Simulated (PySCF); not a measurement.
Gas-phase equilibrium of 1 mol MgCl2, 72 mol H2O at 1800 K and 0.00100 bar, among 19 species (ClO, O2, HCl, O, HO2, H2O, H, HOCl, H2O2, O3, MgCl2, H2, MgH2, MgCl, MgH, Cl, Cl2, Mg, OH). Only gases are allowed; each row takes one source of thermochemistry for all species, and Cantera finds the minimum.

Method: PySCF energies plus ideal-gas RRHO corrections (1 bar). † marks an energy on the PBE0/def2-TZVP geometry and frequencies; other levels use their own. 6-31G* has spherical d functions here. Open shells (unrestricted) among the columns below: O2 (multiplicity 3), H (multiplicity 2), OH (multiplicity 2, electronic degeneracy 4); the rest are closed-shell singlets. Spin-orbit splitting is ignored; it lowers the true energy and changes the entropy of OH. B3LYP is the form with VWN-RPA correlation. The harmonic model lacks anharmonicity and excited electronic states, which grow with temperature; levels with a mode under 35 cm⁻¹ are left out.

Molecules larger than those listed are left out. Table species left out: MgO, MgOH, Mg(OH)2, Mg2.

Mole fractions:

```json
[
 {"thermochemistry": "B3LYP/6-31G*", "x H2O": "0.55", "x H2": "0.27", "x O2": "0.14", "x HCl": "0.019", "x OH": "0.013", "x H": "0.0060", "x Mg": "0.011"},
 {"thermochemistry": "M06-2X/def2-TZVP†", "x H2O": "0.90", "x H2": "0.032", "x O2": "0.020", "x HCl": "0.020", "x OH": "0.0077", "x H": "0.0026", "x Mg": "0.010"},
 {"thermochemistry": "PBE/def2-SVP", "x H2O": "0.71", "x H2": "0.16", "x O2": "0.087", "x HCl": "0.022", "x OH": "0.0022", "x H": "0.012", "x Mg": "0.011"},
 {"thermochemistry": "PBE0/def2-SVP†", "x H2O": "0.83", "x H2": "0.076", "x O2": "0.043", "x HCl": "0.020", "x OH": "0.0079", "x H": "0.0090", "x Mg": "0.010"},
 {"thermochemistry": "PBE0/def2-TZVP", "x H2O": "0.88", "x H2": "0.044", "x O2": "0.026", "x HCl": "0.022", "x OH": "0.0094", "x H": "0.0052", "x Mg": "0.011"},
 {"thermochemistry": "ωB97X-V/def2-TZVP†", "x H2O": "0.87", "x H2": "0.056", "x O2": "0.031", "x HCl": "0.019", "x OH": "0.0083", "x H": "0.0037", "x Mg": "0.0096"}
]
```
The most sensitive of these is H2: it spans a factor of 10^0.9 over these rows; at this temperature one factor of ten is RT ln 10 = 34 kJ/mol.
